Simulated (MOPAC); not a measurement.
Job for MOPAC: PM7 on ClHPb (SMILES [Cl][PbH]), a point of a bond scan (R = 2.493 Å).

```
PM7 1SCF PRECISE CHARGE=0 THREADS=1
ClHPb

Pb    -0.21816163 1    -0.21253453 1     0.29359630 1
H     -1.37766248 1    -0.88691623 1    -0.99885930 1
Cl     1.13334803 1     1.07733808 1    -1.35741397 1
```

Program output:

```
*******************************************************************************
 **                                                                           **
 **                              MOPAC v23.2.5                                **
 **                                                                           **
 *******************************************************************************
 ** MOPAC's Digital Object Identifier: https://doi.org/10.5281/zenodo.6511958 **
 **                                                                           **
 ** Please cite the open-source release paper for use of this MOPAC version:  **
 ** J. E. Moussa and J. J. P. Stewart (2026)                                  **
 ** MOPAC: An open-source semiempirical molecular orbital program             **
 ** J. Open Source Softw., 11(119), 8025, https://doi.org/10.21105/joss.08025 **
 *******************************************************************************

                              PM7 CALCULATION RESULTS

 *******************************************************************************
 *  PM7        - The PM7 Hamiltonian to be used
 *
 *
 *
 *                 CHARGE ON SYSTEM = 0
 *
 *
 *
 *  PRECISE    - TIGHTER CRITERIA TO BE USED
 *  1SCF       - DO 1 SCF AND THEN STOP
 *  THREADS=1  - MULTI-THREADING NOT USED
 *  T=         - A TIME OF 172800.0 SECONDS REQUESTED
 *  DUMP=N     - RESTART FILE WRITTEN EVERY 7200.0 SECONDS REQUESTED
 *******************************************************************************
PM7 1SCF PRECISE CHARGE=0 THREADS=1
 ClHPb

   ATOM   CHEMICAL          X               Y               Z
  NUMBER   SYMBOL      (ANGSTROMS)     (ANGSTROMS)     (ANGSTROMS)

     1      Pb         -0.21816163  *  -0.21253453  *   0.29359630  *
     2       H         -1.37766248  *  -0.88691623  *  -0.99885930  *
     3      Cl          1.13334803  *   1.07733808  *  -1.35741397  *



          CARTESIAN COORDINATES

    NO.       ATOM           X           Y           Z

     1        Pb         -0.2182     -0.2125      0.2936
     2         H         -1.3777     -0.8869     -0.9989
     3        Cl          1.1333      1.0773     -1.3574

 General Reference for PM7:
 "Optimization of Parameters for Semiempirical Methods VI: More Modifications to the
 NDDO Approximations and Re-optimization of Parameters", J. J. P. Stewart, J. Mol. Mod., 1:32, 19 (2013)
 https://link.springer.com/article/10.1007/s00894-012-1667-x

           Empirical Formula: H Pb Cl  =     3 atoms



      MOLECULAR POINT GROUP   :   Cs


      RHF CALCULATION, NO. OF DOUBLY OCCUPIED LEVELS = 6


 -------------------------------------------------------------------------------
 PM7 1SCF PRECISE CHARGE=0 THREADS=1
 ClHPb



     1SCF WAS SPECIFIED, SO BFGS WAS NOT USED
     SCF FIELD WAS ACHIEVED


                              PM7 CALCULATION
                                                       MOPAC v23.2.5 Linux




          FINAL HEAT OF FORMATION =         27.45857 KCAL/MOL =     114.88665 KJ/MOL


          COSMO AREA              =         98.40 SQUARE ANGSTROMS
          COSMO VOLUME            =         83.95 CUBIC ANGSTROMS

          IONIZATION POTENTIAL    =          9.520136 EV
          HOMO LUMO ENERGIES (EV) =         -9.520 -1.261
          NO. OF FILLED LEVELS    =          6
          MOLECULAR WEIGHT        =        243.6609         POINT GROUP:  Cs

          MOLECULAR DIMENSIONS (Angstroms)

            Atom       Atom       Distance
           Cl     3    H     2     3.20812
            H     2   Pb     1     1.44454
           Pb     1    H     2     0.00000


          SCF CALCULATIONS        =          1





   ATOM   CHEMICAL          X               Y               Z
  NUMBER   SYMBOL      (ANGSTROMS)     (ANGSTROMS)     (ANGSTROMS)

     1      Pb         -0.21816163  *  -0.21253453  *   0.29359630  *
     2       H         -1.37766248  *  -0.88691623  *  -0.99885930  *
     3      Cl          1.13334803  *   1.07733808  *  -1.35741397  *

                             CARTESIAN COORDINATES

   1   Pb       -0.218161630    -0.212534530     0.293596300
   2    H       -1.377662480    -0.886916230    -0.998859300
   3   Cl        1.133348030     1.077338080    -1.357413970


           Empirical Formula: H Pb Cl  =     3 atoms



      MOLECULAR POINT GROUP   :   Cs


                  EIGENVALUES
 -24.11204 -19.49859 -10.82516 -10.30316 -10.11143  -9.52014  -1.26141  -0.40046
   1.35789  74.74146  74.80937  75.39304  75.46812  75.48867


              NET ATOMIC CHARGES AND DIPOLE CONTRIBUTIONS

  ATOM NO.   TYPE          CHARGE      No. of ELECS.   s-Pop       p-Pop       d-Pop
    1         Pb           0.534268        3.4657     1.86088     1.60485
    2          H           0.014485        0.9855     0.98551
    3         Cl          -0.548754        7.5488     1.99666     5.52492     0.02718
 DIPOLE           X         Y         Z       TOTAL
 POINT-CHG.    -3.643    -3.447     4.262     6.581
 HYBRID        -0.310    -0.099    -0.855     0.915
 SUM           -3.953    -3.545     3.407     6.309


          ATOMIC ORBITAL ELECTRON POPULATIONS

     Atom    s        px        py        pz      x^2-y^2     xz        z^2       yz        xy
    1 Pb   1.86088   0.48177   0.23423   0.88885
    2  H   0.98551
    3 Cl   1.99666   1.85953   1.86440   1.80100   0.00005   0.01037   0.00082   0.00949   0.00645

 **********************
 *                    *
 * JOB ENDED NORMALLY *
 *                    *
 **********************




 == MOPAC DONE ==
```

The run finished.

Cost: very roughly 0.010 core-seconds.
